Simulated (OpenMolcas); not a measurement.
## V4+ in a point-charge field

V4+ among 6 point charges of -1.76 e arranged as an octahedron (Oh), 1.78 Å from the ion.

```yaml
Program: OpenMolcas 26.06
Method: CASSCF
Basis: ANO-RCC-VDZP [5s4p2d1f]
Scalar_Hamiltonian: DKH2, point nucleus
Active_space: 1 electron in 5 orbitals (3d)
State_averaging: 2S+1 = 2 even, 5 roots
Spin-orbit_coupling: RASSI with atomic mean-field integrals over the reference wave functions
```

The lowest spin-free states (labels of O, the rotations of Oh), above the lowest:

```csv
State,Degeneracy,E (cm-1),Free-ion L (%)
2T2,3,0.0,D (100)
2E,2,6121,D (100)
```

The lowest levels with spin-orbit coupling:

| E (cm-1) | Degeneracy | Label | 2S+1 | g |
| --- | --- | --- | --- | --- |
| 0.0 | 4 | Γ8 | 2 |  |
| 366.3 | 2 | Γ7 | 2 | 2.00 2.00 2.00 |
| 6266 | 4 | Γ8 | 2 |  |

Powder χT (cm3 K/mol): 0.00708 at 2 K, 0.0184 at 10 K, 0.0752 at 50 K, 0.146 at 100 K, 0.274 at 200 K, 0.366 at 300 K. The effective moment at 300 K is 2.828 √(χT) = 1.71 μB.

The lowest level has 2S+1 = 2, for which the spin-only value is χT = S(S+1) / 2 = 0.375 cm3 K/mol (g = 2). The computed 0.366 at 300 K differs by -0.009, through orbital momentum, spin-orbit coupling and any other state in reach. With a threefold ground state the orbital momentum is unquenched, so the spin-only value is not expected to hold.

The gap between the two states is 10Dq = 6121 cm-1.

An orbital triplet at a regular site is open to Jahn-Teller coupling, which can distort the site and quench the lowest spin-orbit gaps and is left out. This field is weak: 10Dq is about 6121 cm-1, while octahedral complexes of 3d ions of charge 3 and more, computed by the same method with explicit ligands, had a median near 15000 cm-1. Ground spin and moment need not be those of a real site. This is an electrostatic model: the charges have no orbitals. No measured value stands beside these numbers.

The RASSCF and RASSI steps took 1.7 s on 1 thread of Arm Neoverse V1, on a shared host; the integral step is not counted.
